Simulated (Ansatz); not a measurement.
Input file for Ansatz (an electronic-structure program): U-B3LYP/def2-TZVPP on CH2F (SMILES [CH2]F), 2S+1 = 2.

Ansatz 0.2 input:
```yaml
crystal:
  periodic: [false, false, false]
  atoms:
    - {symbol: C, position_ang: [-0.64543316, 0.05647499, 0.10432761]}
    - {symbol: F, position_ang: [0.67905457, -0.06061705, -0.06114864]}
    - {symbol: H, position_ang: [-1.20746517, -0.84961689, -0.06420904]}
    - {symbol: H, position_ang: [-1.03306429, 1.05661155, -0.01714694]}
basis:
  gaussian:
    orbitals: def2-TZVPP
hamiltonian:
  xc: {name: B3LYP}
magnetization: {spin_polarized: true, initial_magnetization: 1}
accuracy: high
phonons: {}
```

Program output:

```
WARN ansatz: RAYON_NUM_THREADS=1 ignored (pool sized by the plan → 1); use --threads N
Functional definition: B3LYP
integrals: 0.10 GiB planned
1606 factors; integrals over basis functions are off by at most 2.2e-9 eV
mean field: 0.41 GiB planned
mean field evaluation 1: about -3784.4529 eV, gradient 1.9e1 eV
mean field evaluation 2: about -3784.7355 eV, gradient 1.8e1 eV
mean field evaluation 4: about -3786.0596 eV, gradient 6.0e-1 eV
mean field evaluation 8: about -3786.1061 eV, gradient 1.5e-2 eV
mean field evaluation 16: about -3786.1061 eV, gradient 6.5e-6 eV
mean field -3786.10611622 eV, -139.1368334564 hartree, gradient 3.6e-8 eV, S^2 0.753611; 0 other end points of the search recorded, 0 dependent functions left out
the calculation of the forces begins
reference -3786.10614448 eV, -139.1368344948 hartree; 9, 8 occupied and 81, 82 virtual orbitals, 1606 factors
these checks for a lower state are left out or cut short: stability, starts, cluster_reference, orbital_swaps, neighbouring_geometries, increment
integrals: 0.10 GiB planned
1606 factors; integrals over basis functions are off by at most 2.2e-9 eV
mean field: 0.41 GiB planned
mean field evaluation 32: about -3786.1059 eV, gradient 2.9e-8 eV
mean field -3786.10594606 eV, -139.1368272030 hartree, gradient 2.9e-8 eV, S^2 0.753611; 0 other end points of the search recorded, 0 dependent functions left out
the calculation of the forces begins
reference -3786.10597434 eV, -139.1368282421 hartree; 9, 8 occupied and 81, 82 virtual orbitals, 1606 factors
these checks for a lower state are left out or cut short: stability, starts, cluster_reference, orbital_swaps, neighbouring_geometries, increment
integrals: 0.10 GiB planned
1606 factors; integrals over basis functions are off by at most 2.2e-9 eV
mean field: 0.41 GiB planned
mean field -3786.10594918 eV, -139.1368273175 hartree, gradient 2.6e-8 eV, S^2 0.753611; 0 other end points of the search recorded, 0 dependent functions left out
the calculation of the forces begins
reference -3786.10597742 eV, -139.1368283554 hartree; 9, 8 occupied and 81, 82 virtual orbitals, 1606 factors
these checks for a lower state are left out or cut short: stability, starts, cluster_reference, orbital_swaps, neighbouring_geometries, increment
integrals: 0.10 GiB planned
1606 factors; integrals over basis functions are off by at most 2.2e-9 eV
mean field: 0.41 GiB planned
mean field -3786.10600774 eV, -139.1368294695 hartree, gradient 1.4e-8 eV, S^2 0.753618; 0 other end points of the search recorded, 0 dependent functions left out
the calculation of the forces begins
reference -3786.10603600 eV, -139.1368305080 hartree; 9, 8 occupied and 81, 82 virtual orbitals, 1606 factors
these checks for a lower state are left out or cut short: stability, starts, cluster_reference, orbital_swaps, neighbouring_geometries, increment
integrals: 0.10 GiB planned
1606 factors; integrals over basis functions are off by at most 2.2e-9 eV
mean field: 0.41 GiB planned
mean field -3786.10600801 eV, -139.1368294795 hartree, gradient 2.7e-8 eV, S^2 0.753603; 0 other end points of the search recorded, 0 dependent functions left out
the calculation of the forces begins
reference -3786.10603627 eV, -139.1368305179 hartree; 9, 8 occupied and 81, 82 virtual orbitals, 1606 factors
these checks for a lower state are left out or cut short: stability, starts, cluster_reference, orbital_swaps, neighbouring_geometries, increment
integrals: 0.10 GiB planned
1606 factors; integrals over basis functions are off by at most 2.2e-9 eV
mean field: 0.41 GiB planned
mean field evaluation 64: about -3786.1060 eV, gradient 2.4e-8 eV
mean field -3786.10598942 eV, -139.1368287965 hartree, gradient 2.6e-8 eV, S^2 0.753616; 0 other end points of the search recorded, 0 dependent functions left out
the calculation of the forces begins
reference -3786.10601767 eV, -139.1368298347 hartree; 9, 8 occupied and 81, 82 virtual orbitals, 1606 factors
these checks for a lower state are left out or cut short: stability, starts, cluster_reference, orbital_swaps, neighbouring_geometries, increment
integrals: 0.10 GiB planned
1606 factors; integrals over basis functions are off by at most 2.2e-9 eV
mean field: 0.41 GiB planned
mean field -3786.10598763 eV, -139.1368287308 hartree, gradient 2.8e-8 eV, S^2 0.753605; 0 other end points of the search recorded, 0 dependent functions left out
the calculation of the forces begins
reference -3786.10601590 eV, -139.1368297695 hartree; 9, 8 occupied and 81, 82 virtual orbitals, 1606 factors
these checks for a lower state are left out or cut short: stability, starts, cluster_reference, orbital_swaps, neighbouring_geometries, increment
integrals: 0.10 GiB planned
1606 factors; integrals over basis functions are off by at most 2.2e-9 eV
mean field: 0.41 GiB planned
mean field -3786.10610740 eV, -139.1368331322 hartree, gradient 2.0e-8 eV, S^2 0.753609; 0 other end points of the search recorded, 0 dependent functions left out
the calculation of the forces begins
reference -3786.10613566 eV, -139.1368341707 hartree; 9, 8 occupied and 81, 82 virtual orbitals, 1606 factors
these checks for a lower state are left out or cut short: stability, starts, cluster_reference, orbital_swaps, neighbouring_geometries, increment
integrals: 0.10 GiB planned
1606 factors; integrals over basis functions are off by at most 2.2e-9 eV
mean field: 0.41 GiB planned
mean field -3786.10610731 eV, -139.1368331288 hartree, gradient 1.9e-8 eV, S^2 0.753612; 0 other end points of the search recorded, 0 dependent functions left out
the calculation of the forces begins
reference -3786.10613557 eV, -139.1368341673 hartree; 9, 8 occupied and 81, 82 virtual orbitals, 1606 factors
these checks for a lower state are left out or cut short: stability, starts, cluster_reference, orbital_swaps, neighbouring_geometries, increment
integrals: 0.10 GiB planned
1606 factors; integrals over basis functions are off by at most 2.2e-9 eV
mean field: 0.41 GiB planned
mean field evaluation 96: about -3786.1061 eV, gradient 1.2e-8 eV
mean field -3786.10607401 eV, -139.1368319051 hartree, gradient 1.6e-8 eV, S^2 0.753607; 0 other end points of the search recorded, 0 dependent functions left out
the calculation of the forces begins
reference -3786.10610227 eV, -139.1368329434 hartree; 9, 8 occupied and 81, 82 virtual orbitals, 1606 factors
these checks for a lower state are left out or cut short: stability, starts, cluster_reference, orbital_swaps, neighbouring_geometries, increment
integrals: 0.10 GiB planned
1606 factors; integrals over basis functions are off by at most 2.2e-9 eV
mean field: 0.41 GiB planned
mean field -3786.10607344 eV, -139.1368318840 hartree, gradient 1.6e-8 eV, S^2 0.753614; 0 other end points of the search recorded, 0 dependent functions left out
the calculation of the forces begins
reference -3786.10610170 eV, -139.1368329226 hartree; 9, 8 occupied and 81, 82 virtual orbitals, 1606 factors
these checks for a lower state are left out or cut short: stability, starts, cluster_reference, orbital_swaps, neighbouring_geometries, increment
integrals: 0.10 GiB planned
1606 factors; integrals over basis functions are off by at most 2.2e-9 eV
mean field: 0.41 GiB planned
mean field -3786.10603235 eV, -139.1368303742 hartree, gradient 2.9e-8 eV, S^2 0.753604; 0 other end points of the search recorded, 0 dependent functions left out
the calculation of the forces begins
reference -3786.10606060 eV, -139.1368314124 hartree; 9, 8 occupied and 81, 82 virtual orbitals, 1606 factors
these checks for a lower state are left out or cut short: stability, starts, cluster_reference, orbital_swaps, neighbouring_geometries, increment
integrals: 0.10 GiB planned
1606 factors; integrals over basis functions are off by at most 2.2e-9 eV
mean field: 0.41 GiB planned
mean field -3786.10603348 eV, -139.1368304155 hartree, gradient 2.9e-8 eV, S^2 0.753617; 0 other end points of the search recorded, 0 dependent functions left out
the calculation of the forces begins
reference -3786.10606174 eV, -139.1368314542 hartree; 9, 8 occupied and 81, 82 virtual orbitals, 1606 factors
these checks for a lower state are left out or cut short: stability, starts, cluster_reference, orbital_swaps, neighbouring_geometries, increment
integrals: 0.10 GiB planned
1606 factors; integrals over basis functions are off by at most 2.2e-9 eV
mean field: 0.41 GiB planned
mean field evaluation 128: about -3786.1061 eV, gradient 1.3e-8 eV
mean field -3786.10611267 eV, -139.1368333257 hartree, gradient 2.1e-8 eV, S^2 0.753614; 0 other end points of the search recorded, 0 dependent functions left out
the calculation of the forces begins
reference -3786.10614093 eV, -139.1368343642 hartree; 9, 8 occupied and 81, 82 virtual orbitals, 1606 factors
these checks for a lower state are left out or cut short: stability, starts, cluster_reference, orbital_swaps, neighbouring_geometries, increment
integrals: 0.10 GiB planned
1606 factors; integrals over basis functions are off by at most 2.2e-9 eV
mean field: 0.41 GiB planned
mean field -3786.10611256 eV, -139.1368333217 hartree, gradient 2.8e-8 eV, S^2 0.753607; 0 other end points of the search recorded, 0 dependent functions left out
the calculation of the forces begins
reference -3786.10614082 eV, -139.1368343601 hartree; 9, 8 occupied and 81, 82 virtual orbitals, 1606 factors
Total energy: -3786.10614448 eV, -139.1368344948 hartree
Atom 0 at    -0.645433     0.056475     0.104328 Å, force    -0.000361     0.000033     0.000016 eV/Å
Atom 1 at     0.679055    -0.060617    -0.061149 Å, force     0.000098    -0.000008    -0.000035 eV/Å
Atom 2 at    -1.207465    -0.849617    -0.064209 Å, force     0.000122    -0.000115     0.000007 eV/Å
Atom 3 at    -1.033064     1.056612    -0.017147 Å, force     0.000141     0.000091     0.000012 eV/Å
Dipole moment:    -0.272050     0.025973    -0.043855 e Å
Vibrations: 501.12 1169.30 1179.94 1467.27 3132.55 3290.34 cm⁻¹, zero-point energy 0.665827 eV
```

Self-consistency was reached.

Cost: around 70 core-seconds (rough).
